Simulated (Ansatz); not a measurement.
`[SiH3]Br` + `NC=O` → `O=CN[SiH3]` + HBr at 600 K and 1 bar (ligand exchange at the Si–Br bond).

Program: Ansatz. Geometries: PBE0-D4/def2-TZVP. ΔE: electronic, gas phase. CCSD(T)/CBS adds triple-zeta CCSD(T) − MP2 to the extrapolated MP2 energy (def2 sets, frozen cores). This one scheme is used for every species. For Br outer-core shells are correlated without core-valence functions, which leaves a few kJ/mol of doubt a bond. Scalar relativity is left out up to krypton. Each species was taken in one conformer, which may not be the lowest.

```tsv
species	CCSD(T)/CBS energy (Eh)	H − E (kJ/mol)	S (J/(mol·K))
`[SiH3]Br`	-2864.23411	98.8	307.3
`NC=O`	-169.73435	152.2	302.2
`O=CN[SiH3]`	-460.03422	211.2	379.1
HBr	-2573.91920	33.5	219.1
```

H − E and S are ideal-gas, rigid-rotor, harmonic terms from PBE0-D4/def2-TZVP, for one conformer and one mirror image of each species. 1 Eh = 2625.50 kJ/mol, R = 8.31446 J/(mol·K).

Question: By hand: ΔE, ΔH, ΔS and ΔG.

Answer: ΔE = (-460.03422) + (-2573.91920) − (-2864.23411) − (-169.73435) = 0.01504 Eh = 39.5 kJ/mol. Δ(H − E) = 211.2 + 33.5 − 98.8 − 152.2 = -6.3, so ΔH = 33.2 kJ/mol. ΔS = 379.1 + 219.1 − 307.3 − 302.2 = -11.3 J/(mol·K). ΔG = 33.2 − 600 × (-11.3)/1000 = 40.0 kJ/mol.

Question: By hand: the equilibrium constant, and the temperature at which ΔG would vanish if ΔH and ΔS stayed fixed.

Answer: log₁₀ K = −ΔG/(RT ln 10) = -3.5. ΔH and −TΔS have one sign here, so there is no such temperature.

The number of gas molecules stays the same, so ΔS is small and ΔH decides. A doubt of 5 kJ/mol in ΔE shifts log₁₀ K by 0.4 here. Other conformers and mirror images would add mixing entropy, several J/(mol·K) or more a flexible species. These are equilibria of isolated gas molecules and say nothing of rates. Largest T1 diagnostic: 0.016 (customary marks: 0.02 for closed shells, 0.045 for open ones).

ΔS is within the doubt of such terms, so its sign, and with it that verdict, could turn.
